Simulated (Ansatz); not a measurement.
This geometry of ClF2H6N2OTa (13 atoms, charge 0, multiplicity 1) is a first-order saddle point.

Computed with RKS PBE/def2-SVP in Ansatz 0.2.0.

```xyz
13
Properties=species:S:1:pos:R:3
Ta -0.275 0.328 -0.318
O 1.896 -0.295 -0.268
H 2.247 -0.541 0.609
F 0.027 0.669 1.536
F -0.140 -0.115 -2.157
Cl -2.295 1.495 -0.429
N -0.749 -1.571 0.087
H -0.798 -1.973 1.032
H -0.693 -2.332 -0.601
N 1.126 1.941 -0.743
H 1.184 2.309 -1.701
H 1.168 2.738 -0.094
H 1.994 0.801 -0.453
```

(1) Which two structures does it join? (They come from a converged band through this point; their orientation in space is the band's.)

(2) How far does it lie above each of them?

Results:

(1) Bonds broken: N10–H13. Bonds formed: O2–H13.

Initial state:

```xyz
13
Properties=species:S:1:pos:R:3
Ta 0.038 0.101 -0.073
O 1.953 -0.172 0.221
H 2.239 -0.957 0.725
F -0.198 0.151 1.830
F 0.053 -0.294 -1.956
Cl -1.735 1.713 -0.242
N -0.788 -1.696 0.042
H -1.139 -2.108 0.913
H -0.980 -2.295 -0.767
N 1.175 2.042 -0.936
H 0.964 2.142 -1.938
H 0.920 2.931 -0.485
H 2.190 1.897 -0.835
```

Final state:

```xyz
13
Properties=species:S:1:pos:R:3
Ta -0.296 0.394 -0.310
O 1.955 -0.354 -0.220
H 2.233 -0.516 0.703
F 0.084 0.695 1.538
F -0.095 -0.087 -2.135
Cl -2.387 1.417 -0.348
N -0.730 -1.541 0.040
H -0.857 -1.948 0.976
H -0.616 -2.299 -0.642
N 0.978 1.990 -0.786
H 1.151 2.293 -1.751
H 1.113 2.790 -0.156
H 2.159 0.619 -0.408
```

(2) 1.07 eV above the first and 0.03 eV above the second. This is the barrier of this one path; another mechanism may lie lower. The orbitals stay closed-shell, which can raise the energy where a bond breaks towards radicals; this wasn't checked here.

The run took 100 s on 4 threads of AMD EPYC 9R45 96-Core Processor (Zen 5), with other jobs on the host, peak memory 0.25 GiB.
